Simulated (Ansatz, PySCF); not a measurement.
Gas-phase reaction (SMILES): C=CB(C)C=C + 2 B (BH3) + 2 C (CH4) -> 3 BC (CH5B) [methylborane] + 2 C=C (C2H4) [ethene]; bond separation energy.

Each molecule is optimised on its own at B3LYP-D3(BJ)/def2-TZVP (Ansatz, an electronic-structure program), one conformer each, not searched for the lowest. Valence correlation only, unless marked. Spin-orbit coupling is left out. Non-relativistic. CBS marks a two-point X^-3 extrapolation of the correlation energy; Hartree-Fock from the larger set. Unstable Hartree-Fock reference: C=CB(C)C=C. Thermal terms are rigid-rotor harmonic-oscillator values from B3LYP-D3(BJ) frequencies (Ansatz or PySCF) at 298.15 K and 1 atm. 1 Eh = 627.5095 kcal/mol.

| species | E, CCSD(T)/CBS(cc-pVTZ,cc-pVQZ) (Ansatz) (Eh) | E, B3LYP-D3(BJ)/def2-TZVPD (Ansatz + dftd3) (Eh) | H - E (Eh) |
|---|---|---|---|
| C=CB(C)C=C | -220.43054 | -220.87922 | 0.13474 |
| B (BH3) | -26.54901 | -26.62529 | 0.03008 |
| BC (CH5B) | -65.82665 | -65.97917 | 0.06039 |
| C (CH4) | -40.45816 | -40.53958 | 0.04840 |
| C=C (C2H4) | -78.47456 | -78.62799 | 0.05494 |

Task: Work out ΔE and ΔH at 298.15 K at the first level, then ΔH at the second.

Result: 
1. ΔE = [3×(-65.82665) + 2×(-78.47456)] - [(-220.43054) + 2×(-26.54901) + 2×(-40.45816)] = 0.01581 Eh = 9.9 kcal/mol at CCSD(T)/CBS(cc-pVTZ,cc-pVQZ).
2. The terms H - E add up to -0.00065 Eh, so ΔH = (0.01581 + (-0.00065))×627.5095 = 9.5 kcal/mol.
3. At B3LYP-D3(BJ)/def2-TZVPD the same steps give ΔE = 9.7 and ΔH = 9.3 kcal/mol, a shift of -0.2 from the first level.
4. These values are not checked against measurement here, since the tables used lack a sound gas-phase enthalpy of formation for at least one species.
